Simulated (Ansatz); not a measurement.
`[OH][GeH]([OH])[OH]`, 8 atoms. The species carries charge 0 and has multiplicity 1. Correlated methods include outer-core shells of Ge, which these sets cover unevenly. Scalar relativity is left out up to krypton. All runs use 2 threads of a server CPU on a shared host. Correlated methods freeze the cores.

(1) How many basis functions does each run have, and how long does it take in Ansatz? RKS PBE0-D4/def2-SVP energy; RKS ωB97M-V/def2-SVP energy; RHF-CCSD(T)/def2-TZVPP energy; RKS PBE0-D4/def2-QZVPP energy; RKS PBE0-D4/def2-TZVP relaxation (6 steps); RKS ωB97M-V/def2-QZVPP energy; RHF-CCSD(T)/def2-SVP energy; RKS PBE0-D4/def2-TZVP frequencies; RKS CAM-B3LYP-D4/def2-TZVPP energy; RHF-MP2/def2-QZVPP energy; RKS PBE-QIDH (frozen core)/def2-TZVPP energy; RKS ωB97M-V/def2-TZVPP energy and forces. (Estimate.)

## Answers

(1) The calculation gave: Other jobs shared the machine, so times are rough.

```csv
level,job,functions,wall time,peak host memory (GiB)
RKS PBE0-D4/def2-SVP,energy,94,1.3 s,0.2
RKS CAM-B3LYP-D4/def2-TZVPP,energy,197,3.3 s,0.53
RKS PBE-QIDH (frozen core)/def2-TZVPP,energy,197,4.8 s,0.45
RKS ωB97M-V/def2-SVP,energy,94,4.8 s,0.28
RHF-CCSD(T)/def2-SVP,energy,94,5 s,0.38
RKS PBE0-D4/def2-QZVPP,energy,380,7.5 s,1.1
RKS ωB97M-V/def2-TZVPP,energy and forces,197,8.5 s,0.58
RKS ωB97M-V/def2-QZVPP,energy,380,16 s,1.4
RHF-MP2/def2-QZVPP,energy,380,18 s,1.7
RKS PBE0-D4/def2-TZVP,relaxation (6 steps),165,21 s,0.4
RHF-CCSD(T)/def2-TZVPP,energy,197,80 s,2.6
RKS PBE0-D4/def2-TZVP,frequencies,165,100 s,0.42
```
